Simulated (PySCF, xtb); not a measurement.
Si(F)2(OMe)(SH) (CH4F2OSSi), SMILES S[Si](F)(OC)F. One conformer was computed; it need not be the lowest.

Harmonic wavenumbers (cm⁻¹) from GFN2-xTB in xtb at its own minimum, in rising order: 56, 75, 86, 120, 161, 190, 238, 265, 323, 512, 726, 784, 883, 921, 1127, 1135, 1196, 1413, 1467, 1472, 2442, 2972, 2986, 3009.

Problem. What does PBE-D3(BJ)/def2-SVP run with PySCF give at its own minimum? (An estimate is asked for; the answer gives what the named calculation found.)

Solution. 66, 102, 133, 160, 192, 247, 293, 312, 359, 512, 707, 771, 899, 956, 1121, 1137, 1176, 1420, 1424, 1428, 2615, 2941, 3024, 3062. Paired by order, the mean absolute difference is 35 cm⁻¹ and the zero-point energies are 35.1 and 35.8 kcal/mol.
